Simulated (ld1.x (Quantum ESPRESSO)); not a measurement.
gadolinium (Gd) TM: all-electron and pseudo phase curves

Gd, norm-conserving Troullier–Martins (Kleinman–Bylander form), made with ld1.x (Quantum ESPRESSO) 7.5 (PBE, fully relativistic). Core [Kr] 4d10 5s2, reference 4f6.5 5p6 5d1.5 6s2 6p0. Waves: 6s (bound): rc 3.55 bohr; 5p (bound): rc 2.00 bohr; 5d (bound): rc 2.80 bohr; 4f (bound): rc 0.90 bohr. Local part: all-electron potential smoothed inside 1.65 bohr (lloc = -1). Core correction: Bessel-smoothed model core inside 0.40 bohr.

Open shells are filled in proportion to 2j + 1 (rel_dist='average').

The phase is arctan(r·u′/u) with u = r·R(r), unwrapped; energies in Ry, scanned from -4 to 5 Ry. A pole is an energy at which the radial function vanishes at the test radius. The pseudo phase is shifted by a multiple of π to meet the all-electron one at the reference energy, and phase errors are pseudo minus all-electron; the curves can meet again beyond the range given. Levels narrower than the energy grid can be missing from the lists of poles. n/a: not evaluated, since a narrow level or a reset projector energy made the automatic matching unsafe.

```
channel  radius (bohr)  reference energy (Ry)  poles, all-electron      poles, pseudo  unbroken range about the reference energy with phases within 0.05 rad  phase error 1 Ry above the reference energy (rad)
      s           3.85                  -0.31           0.54, 4.68         0.40, 1.20                                                                    n/a                                                n/a
   p1/2           3.85                  -2.34          -2.33, 1.19  -2.33, 1.12, 4.78                                                             below -0.1                                             -0.000
   p3/2           3.85                  -2.01          -1.99, 1.38  -1.99, 1.30, 4.86                                                              below 0.0                                             -0.001
   d3/2           3.85                  -0.24          -0.04, 2.78        -0.04, 2.74                                                              below 4.2                                             -0.004
   d5/2           3.85                  -0.22           0.00, 2.83         0.00, 2.78                                                              below 4.1                                             -0.004
   f5/2           3.85                  -0.90                 1.88               1.92                                                                    n/a                                                n/a
   f7/2           3.85                  -0.85                 1.89               1.93                                                                    n/a                                                n/a
```

Note: ghost state, extra bound levels that the all-electron valence spectrum of the same l lacks: s at -123.8 eV. A true bound ghost makes a file unfit for plane-wave use.

Phases in the p3/2 channel:

```
E (Ry)  all-electron  pseudo
 -4.00         1.433   1.433
 -3.76         1.428   1.428
 -3.52         1.422   1.422
 -3.28         1.416   1.416
 -3.04         1.408   1.408
 -2.80         1.399   1.399
 -2.56         1.387   1.387
 -2.32         1.369   1.369
 -2.08         1.274   1.274
 -1.84        -1.748  -1.748
 -1.60        -1.784  -1.784
 -1.36        -1.812  -1.812
 -1.12        -1.846  -1.846
 -0.88        -1.892  -1.893
 -0.64        -1.964  -1.966
 -0.40        -2.094  -2.099
 -0.16        -2.389  -2.408
  0.08        -3.193  -3.255
  0.32        -4.075  -4.117
  0.56        -4.412  -4.435
  0.80        -4.558  -4.574
  1.04        -4.639  -4.653
  1.28        -4.694  -4.708
  1.52        -4.737  -4.753
  1.76        -4.775  -4.796
  2.00        -4.813  -4.842
  2.24        -4.856  -4.902
  2.48        -4.913  -4.995
  2.72        -5.000  -5.192
  2.96        -5.165  -5.831
  3.20        -5.610  -7.074
  3.44        -6.721  -7.499
  3.68        -7.350  -7.647
  3.92        -7.561  -7.722
  4.16        -7.659  -7.769
  4.40        -7.717  -7.804
  4.64        -7.755  -7.832
  4.88        -7.784  -7.856
```
